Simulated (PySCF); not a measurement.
Run record: excited-state job, `BCB(C)NC`.

Computed with TDDFT wB97X-D/def2-SVPD, vertical, gas phase, core orbitals frozen in the response (PySCF 2.14.0, density-fitted response routines). Geometry: GFN2-xTB. The input is one job of a driver script: a line of settings, then coordinates in Å.

Command:
```bash
OMP_NUM_THREADS=1 python probes_run.py task.json out
```

Input:
```
{"job": {"kind": "uv", "xc": "wB97X-D", "basis": "def2-SVPD", "nstates": 8, "ntriplets": 3}, "charge": 0, "multiplicity": 1}
B      1.600013    -1.416639    -0.039993
C      1.058162    -0.288726     0.882412
B      0.063620     0.598018    -0.018943
C      0.601650     1.927930    -0.703832
N     -1.256067     0.230851    -0.220427
C     -1.971544    -0.935882     0.244202
H      2.535462    -1.224575    -0.719618
H      1.060226    -2.455759    -0.105973
H      1.850685     0.364881     1.242107
H      0.514757    -0.669749     1.746283
H      1.431090     1.703896    -1.372454
H     -0.155690     2.449347    -1.287442
H      0.985708     2.632436     0.032047
H     -1.848488     0.827219    -0.782192
H     -2.309713    -1.544047    -0.599866
H     -2.848744    -0.644467     0.829906
H     -1.318125    -1.542702     0.863875
```

Q: Give the output.

A: 
```
coarse grid: 13312 points
cycle   1  E = -225.1360315444  dE =  5.459e-01  |g| = 3.859e-01  |ddm| = 6.038e+00
cycle   2  E = -225.1592673288  dE = -2.324e-02  |g| = 2.859e-01  |ddm| = 1.175e+00
cycle   3  E = -225.1780351363  dE = -1.877e-02  |g| = 4.084e-02  |ddm| = 4.073e-01
cycle   4  E = -225.1784147377  dE = -3.796e-04  |g| = 2.355e-02  |ddm| = 1.325e-01
cycle   5  E = -225.1785398116  dE = -1.251e-04  |g| = 3.051e-03  |ddm| = 3.278e-02
cycle   6  E = -225.1785432848  dE = -3.473e-06  |g| = 1.060e-03  |ddm| = 1.041e-02
final grid: 126128 points
cycle   7  E = -225.2100849718  dE = -1.438e-04  |g| = 6.558e-03  |ddm| = 2.146e-01
cycle   8  E = -225.2100898287  dE = -4.857e-06  |g| = 5.497e-03  |ddm| = 2.707e-02
cycle   9  E = -225.2100963686  dE = -6.540e-06  |g| = 8.127e-04  |ddm| = 6.901e-03
cycle  10  E = -225.2100965257  dE = -1.571e-07  |g| = 4.048e-04  |ddm| = 2.881e-03
cycle  11  E = -225.2100965728  dE = -4.707e-08  |g| = 5.973e-05  |ddm| = 8.590e-04
cycle  12  E = -225.2100965748  dE = -1.974e-09  |g| = 2.192e-05  |ddm| = 2.097e-04
cycle  13  E = -225.2100965750  dE = -2.884e-10  |g| = 6.420e-06  |ddm| = 8.074e-05
converged SCF energy = -225.2100965750

Static polarisability (au): isotropic 73.552, principal 62.355 75.898 82.402

Singlet excitations
state   eV       nm        f      main configurations
  1   5.8299    212.7   0.04298   H->L 0.52, H-1->L 0.28, H-3->L 0.12
  2   6.0111    206.3   0.00021   H-2->L 0.68, H-1->L 0.21
  3   6.5563    189.1   0.02560   H->L 0.35, H-1->L 0.35, H-2->L 0.22
  4   7.0948    174.8   0.00745   H->L+1 0.69
  5   7.2560    170.9   0.05241   H-3->L 0.58, H->L+1 0.08
  6   8.1261    152.6   0.02929   H-4->L 0.56, H-1->L+5 0.10
  7   8.1661    151.8   0.05133   H-1->L+1 0.29, H->L+2 0.14, H->L+5 0.09
  8   8.2233    150.8   0.06087   H->L+2 0.33, H-1->L+1 0.30, H->L+3 0.15

Triplet excitations (Tamm-Dancoff, eV): 5.2470 5.4686 5.8272
```

The SCF starts on a coarse grid where the log names one; the energy can jump when the final grid takes over, and dE then counts from the start density on the new grid. H and L stand for HOMO and LUMO; the number after each pair is its weight.

Q: Give S1 in cm⁻¹ and kJ/mol.

A: 5.8299 eV × 8065.54 = 47021 cm⁻¹; × 96.485 = 562.5 kJ/mol.

Main results: HOMO -9.47 eV, LUMO 0.82 eV; lowest singlet 5.83 eV; lowest triplet 5.25 eV (Tamm–Dancoff); mean polarisability 73.6 au.

Q: How long does this job take on Intel Xeon at 2.50 GHz, one thread, shared host with 64 logical CPUs at a one-minute load of 64? And the peak memory of the process?

A: About 91 s, with 0.86 GiB resident at the peak, the Python interpreter and its libraries included.

One conformer stands for the species.
Labels such as C1 count atoms from 1, the log's own numbers from 0.

Note: wB97X-D ran without an empirical dispersion term, which enters the total energy and its gradient alone.
